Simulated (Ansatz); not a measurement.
B$_{2}$Cl$_{2}$H$_{4}$, SMILES `[BH2-]1[Cl+][BH2-][Cl+]1` at its PBE0-D4/def2-TZVP geometry, where that method's forces vanish. Charge 0, multiplicity 1.

```csv
atom,x (Å),y (Å),z (Å)
B1,0.959,-0.836,-0.091
Cl2,0.695,0.679,1.111
B3,-0.965,0.828,0.096
Cl4,-0.311,-0.200,-1.429
H5,2.060,-0.810,-0.536
H6,0.502,-1.805,0.425
H7,-1.799,0.185,0.648
H8,-1.141,1.958,-0.226
```

(1) For each bond, give half the difference of the two atoms' forces along it (eV/Å; positive pushes the atoms apart) under PBE-D4, r2SCAN-D4, B3LYP-D4, ωB97M-V in def2-TZVPP. (Estimate.)

Answers

(1) Ansatz gave: 
```json
{"bond": "B1–Cl2", "length (Å)": "1.951", "PBE-D4": "0.10", "r2SCAN-D4": "0.16", "B3LYP-D4": "0.30", "ωB97M-V": "0.17"}
{"bond": "B1–Cl4", "length (Å)": "1.951", "PBE-D4": "0.10", "r2SCAN-D4": "0.16", "B3LYP-D4": "0.30", "ωB97M-V": "0.17"}
{"bond": "B1–H5", "length (Å)": "1.188", "PBE-D4": "0.07", "r2SCAN-D4": "-0.08", "B3LYP-D4": "-0.21", "ωB97M-V": "-0.16"}
{"bond": "B1–H6", "length (Å)": "1.189", "PBE-D4": "0.06", "r2SCAN-D4": "-0.08", "B3LYP-D4": "-0.18", "ωB97M-V": "-0.15"}
{"bond": "Cl2–B3", "length (Å)": "1.951", "PBE-D4": "0.10", "r2SCAN-D4": "0.16", "B3LYP-D4": "0.30", "ωB97M-V": "0.17"}
{"bond": "B3–Cl4", "length (Å)": "1.951", "PBE-D4": "0.10", "r2SCAN-D4": "0.16", "B3LYP-D4": "0.30", "ωB97M-V": "0.17"}
{"bond": "B3–H7", "length (Å)": "1.189", "PBE-D4": "0.06", "r2SCAN-D4": "-0.08", "B3LYP-D4": "-0.18", "ωB97M-V": "-0.15"}
{"bond": "B3–H8", "length (Å)": "1.188", "PBE-D4": "0.07", "r2SCAN-D4": "-0.08", "B3LYP-D4": "-0.21", "ωB97M-V": "-0.16"}
```

B3LYP here is the variant with VWN-RPA as its local correlation; programs differ in this.
